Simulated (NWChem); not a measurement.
KF; SMILES [K][F]

```xyz
2

K      0.0000     0.0000    -0.7269
F      0.0000     0.0000     1.4490
```
Atoms are numbered in this order, from 1.

All runs: NWChem. Structure relaxed at the B3LYP/6-31G* (spherical d) level. Static field.

Q: Predict the results for Hartree-Fock/def2-SVPD. Quantities: isotropic polarisability (bohr³); anisotropy (bohr³).

A: 
- isotropic polarisability (bohr³): 12.2
- anisotropy (bohr³): 2.1
